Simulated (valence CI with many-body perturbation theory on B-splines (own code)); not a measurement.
**E1 line list for Pm LV**

Method: relativistic CI+MBPT: five valence electrons over a frozen Dirac-Fock core [He], radial functions for each j: 9 s, 9 p, 8 d, 6 f, 3 g, 1 h, with the one-electron correlation potential Σ1, the two-electron term Σ2, the three-electron term Σ3, Breit, model QED; selected CI, second order for the rest (own B-spline code, finite nucleus).

The last digits are not significant, and no measured levels were compared; by estimate large intervals hold to a few tenths of a per cent, small ones and those within an open d or f shell to about a per cent. Among the levels kept, up to 1200 cm⁻¹ of a level comes from second order outside the variational space, and about a tenth of that is noise between levels of different J, which matters for small intervals.

Lines 151 to 200 of 260 in falling wavelength, among levels below 57523 × 10³ cm⁻¹, chosen from the strongest by gf and those to the six lowest levels. Wavelengths and rates use the calculated energies. Electric multipoles are in the length gauge, E1 and E2 with the static RPA response of the core. Weak lines are less certain than strong ones. Lines between different terms over intervals too small for the method are left out, as are lines whose strength nearly cancels. The highest levels of a list are the least certain.

Levels are named by their leading jj configuration (3d3/2^4 stands for four electrons in 3d with j = 3/2), which in mixed levels can hold well under half, so a name can repeat and another be missing. Letters in brackets count levels of one name in rising energy.

```
λ vac (nm)                               Upper                       Lower   A (s⁻¹)  S (a.u.)
    0.2095             (2s^2 2p1/2^2 3s) J=1/2  (2s^2 2p1/2^2 2p3/2) J=3/2  8.61e+13  7.82e-04
    0.2095             (2s^2 2p3/2^2 3s) J=3/2        (2s^2 2p3/2^3) J=3/2  9.67e+13  1.75e-03
    0.2093         (2s^2 2p1/2 2p3/2 3s) J=5/2  (2s^2 2p1/2 2p3/2^2) J=5/2  4.17e+13  1.13e-03
    0.2093  (2s^2 2p1/2 2p3/2 3p3/2) J=5/2 [a]  (2s 2p1/2^2 2p3/2^2) J=5/2  7.51e+12  2.04e-04
    0.2092     (2s^2 2p1/2 2p3/2 3s) J=3/2 [a]  (2s^2 2p1/2 2p3/2^2) J=3/2  3.66e+13  6.62e-04
    0.2091     (2s^2 2p1/2 2p3/2 3s) J=3/2 [b]  (2s^2 2p1/2 2p3/2^2) J=5/2  6.32e+13  1.14e-03
    0.2091  (2s^2 2p1/2 2p3/2 3p3/2) J=3/2 [a]  (2s 2p1/2^2 2p3/2^2) J=5/2  3.42e+11  6.18e-06
    0.2089         (2s^2 2p1/2 2p3/2 3s) J=1/2  (2s^2 2p1/2 2p3/2^2) J=3/2  7.47e+13  6.73e-04
    0.2086         (2s^2 2p1/2 2p3/2 3s) J=5/2  (2s^2 2p1/2 2p3/2^2) J=3/2  2.96e+12  7.94e-05
    0.2084  (2s^2 2p1/2 2p3/2 3p3/2) J=3/2 [b]  (2s 2p1/2^2 2p3/2^2) J=5/2  2.34e+12  4.17e-05
    0.2084     (2s^2 2p1/2 2p3/2 3s) J=3/2 [b]  (2s^2 2p1/2 2p3/2^2) J=3/2  1.24e+13  2.21e-04
    0.2081  (2s^2 2p1/2 2p3/2 3p3/2) J=5/2 [b]  (2s 2p1/2^2 2p3/2^2) J=5/2  9.73e+10  2.60e-06
    0.2073     (2s 2p1/2^2 2p3/2 3s) J=3/2 [b]  (2s 2p1/2^2 2p3/2^2) J=5/2  1.07e+13  1.88e-04
    0.2016      (2s 2p1/2^2 2p3/2 3d3/2) J=3/2  (2s 2p1/2^2 2p3/2^2) J=1/2  3.12e+13  5.05e-04
    0.2015  (2s 2p1/2^2 2p3/2 3d3/2) J=1/2 [a]  (2s 2p1/2^2 2p3/2^2) J=1/2  1.45e+13  1.17e-04
    0.1999  (2s^2 2p1/2 2p3/2 3d3/2) J=3/2 [a]  (2s^2 2p1/2 2p3/2^2) J=1/2  2.33e+13  3.68e-04
    0.1999      (2s 2p1/2^2 2p3/2 3d5/2) J=3/2  (2s 2p1/2^2 2p3/2^2) J=1/2  3.37e+13  5.32e-04
    0.1998      (2s 2p1/2^2 2p3/2 3d5/2) J=5/2  (2s 2p1/2^2 2p3/2^2) J=3/2  5.66e+13  1.34e-03
    0.1998  (2s^2 2p1/2 2p3/2 3d3/2) J=1/2 [a]  (2s^2 2p1/2 2p3/2^2) J=1/2  3.03e+13  2.39e-04
    0.1995      (2s 2p1/2^2 2p3/2 3p1/2) J=5/2  (2s^2 2p1/2 2p3/2^2) J=5/2  1.89e+11  4.45e-06
    0.1994  (2s 2p1/2^2 2p3/2 3d3/2) J=5/2 [b]  (2s 2p1/2^2 2p3/2^2) J=3/2  1.42e+13  3.34e-04
    0.1992  (2s 2p1/2^2 2p3/2 3d3/2) J=1/2 [b]  (2s 2p1/2^2 2p3/2^2) J=1/2  3.57e+14  2.78e-03
    0.1991  (2s 2p1/2^2 2p3/2 3d3/2) J=5/2 [a]  (2s 2p1/2^2 2p3/2^2) J=5/2  5.67e+13  1.32e-03
    0.1990      (2s 2p1/2^2 2p3/2 3d3/2) J=3/2  (2s 2p1/2^2 2p3/2^2) J=5/2  1.00e+14  1.56e-03
    0.1990  (2s^2 2p1/2 2p3/2 3d3/2) J=3/2 [b]  (2s^2 2p1/2 2p3/2^2) J=1/2  1.81e+13  2.82e-04
    0.1989      (2s 2p1/2^2 2p3/2 3d3/2) J=7/2  (2s 2p1/2^2 2p3/2^2) J=5/2  5.25e+10  1.63e-06
    0.1989  (2s^2 2p1/2 2p3/2 3d3/2) J=1/2 [b]  (2s^2 2p1/2 2p3/2^2) J=1/2  1.10e+13  8.55e-05
    0.1988  (2s 2p1/2^2 2p3/2 3p1/2) J=3/2 [a]  (2s^2 2p1/2 2p3/2^2) J=3/2  2.42e+12  3.76e-05
    0.1987  (2s^2 2p1/2 2p3/2 3d3/2) J=3/2 [a]  (2s^2 2p1/2 2p3/2^2) J=5/2  2.34e+13  3.62e-04
    0.1986  (2s^2 2p1/2 2p3/2 3d3/2) J=5/2 [a]  (2s^2 2p1/2 2p3/2^2) J=5/2  3.68e+13  8.55e-04
    0.1984          (2s^2 2p1/2^2 3d3/2) J=3/2  (2s^2 2p1/2^2 2p3/2) J=3/2  1.15e+14  1.77e-03
    0.1983  (2s 2p1/2^2 2p3/2 3p1/2) J=3/2 [b]  (2s^2 2p1/2 2p3/2^2) J=1/2  7.52e+11  1.16e-05
    0.1982      (2s 2p1/2^2 2p3/2 3p1/2) J=1/2  (2s^2 2p1/2 2p3/2^2) J=1/2  8.12e+12  6.24e-05
    0.1982      (2s^2 2p1/2 2p3/2 3d3/2) J=7/2  (2s^2 2p1/2 2p3/2^2) J=5/2  3.21e+12  9.86e-05
    0.1981  (2s^2 2p1/2 2p3/2 3d5/2) J=3/2 [a]  (2s^2 2p1/2 2p3/2^2) J=1/2  5.75e+13  8.82e-04
    0.1980  (2s^2 2p1/2 2p3/2 3d3/2) J=3/2 [a]  (2s^2 2p1/2 2p3/2^2) J=3/2  4.77e+13  7.32e-04
    0.1979  (2s^2 2p1/2 2p3/2 3d3/2) J=1/2 [a]  (2s^2 2p1/2 2p3/2^2) J=3/2  6.29e+13  4.81e-04
    0.1978  (2s^2 2p1/2 2p3/2 3d3/2) J=5/2 [b]  (2s^2 2p1/2 2p3/2^2) J=5/2  6.80e+12  1.56e-04
    0.1977  (2s^2 2p1/2 2p3/2 3d3/2) J=3/2 [b]  (2s^2 2p1/2 2p3/2^2) J=5/2  7.13e+13  1.09e-03
    0.1974  (2s^2 2p1/2 2p3/2 3d5/2) J=7/2 [a]  (2s^2 2p1/2 2p3/2^2) J=5/2  1.92e+13  5.83e-04
    0.1973      (2s 2p1/2^2 2p3/2 3d5/2) J=3/2  (2s 2p1/2^2 2p3/2^2) J=5/2  7.88e+13  1.19e-03
    0.1972  (2s^2 2p1/2 2p3/2 3d5/2) J=3/2 [b]  (2s^2 2p1/2 2p3/2^2) J=1/2  5.98e+14  9.06e-03
    0.1972      (2s 2p1/2^2 2p3/2 3d5/2) J=5/2  (2s 2p1/2^2 2p3/2^2) J=5/2  4.26e+14  9.67e-03
    0.1971  (2s 2p1/2^2 2p3/2 3p1/2) J=3/2 [b]  (2s^2 2p1/2 2p3/2^2) J=5/2  4.80e+12  7.26e-05
    0.1971  (2s^2 2p1/2 2p3/2 3d3/2) J=5/2 [b]  (2s^2 2p1/2 2p3/2^2) J=3/2  8.85e+11  2.01e-05
    0.1971      (2s^2 2p1/2 2p3/2 3d5/2) J=1/2  (2s^2 2p1/2 2p3/2^2) J=1/2  6.91e+14  5.22e-03
    0.1971  (2s^2 2p1/2 2p3/2 3d3/2) J=3/2 [b]  (2s^2 2p1/2 2p3/2^2) J=3/2  1.56e+12  2.35e-05
    0.1970  (2s^2 2p1/2 2p3/2 3d3/2) J=1/2 [b]  (2s^2 2p1/2 2p3/2^2) J=3/2  2.93e+13  2.21e-04
    0.1969      (2s 2p1/2^2 2p3/2 3d5/2) J=7/2  (2s 2p1/2^2 2p3/2^2) J=5/2  8.78e+14  2.65e-02
    0.1969  (2s^2 2p1/2 2p3/2 3d5/2) J=3/2 [a]  (2s^2 2p1/2 2p3/2^2) J=5/2  4.29e+13  6.46e-04
```
